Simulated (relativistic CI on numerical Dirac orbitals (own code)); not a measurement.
## Ir⁴⁺: L2,3 absorption edge

Computed with this model: Dirac-Coulomb-Breit CI, orbitals from a KLI potential per configuration, a model potential for QED, valence Slater integrals scaled by 0.9, multiplet model of core-to-valence dipole absorption; configurations [Xe] 4f14 5d5 → [He] 2s2 2p5 3s2 3p6 3d10 4s2 4p6 4d10 4f14 5s2 5p6 5d6; 300 K; Lorentzian 5 eV and Gaussian 1 eV FWHM. Energies are those of the free ion, without screening or charge transfer. The branching ratio is the share of the lower-energy edge in the whole absorption, uncertain by about 0.02 where the edges overlap. S is read from ⟨S²⟩ = S(S + 1).

Field parameters in Wybourne normalisation: D4h B²₀ = −7Ds, B⁴₀ = 21(Dq − Dt), B⁴₄ = 21√(5/14) Dq. The field is a parameter set, without covalency.

free ion: ground-state S = 2.39, centroid 11526.81 eV, branching ratio 0.808. Peaks (eV, height): 11217.5 (100), 12827.5 (23).

D4h, 10Dq = 24950, Ds = -1500, Dt = -80 cm⁻¹: ground-state S = 0.84, centroid 11373.66 eV, branching ratio 0.903. Peaks (eV, height): 11217.0 (100), 12827.5 (11).

The statistical ratio of this edge is 2/3 = 0.667. Values above it arise where the holes sit mainly in the j = l + 1/2 valence subshell or the ground state has high spin; values below it where core-valence Coulomb terms move weight to the upper edge, as in nearly empty shells. At deep edges of heavy elements the radial integrals of the two core levels differ, which raises the baseline.

Strongest unbroadened transitions for D4h, 10Dq = 24950, Ds = -1500, Dt = -80 cm⁻¹:

```tsv
Energy (eV)	Relative strength
11214.99	100.0
11216.41	27.4
11216.72	33.4
11216.75	20.4
11216.76	12.3
11216.92	20.7
11216.97	10.0
11217.02	37.5
11217.13	66.2
11217.16	30.6
11217.25	22.4
11217.29	77.8
11217.50	18.5
11217.52	7.5
11217.69	7.0
11219.43	7.4
12826.98	11.1
12827.62	14.8
```
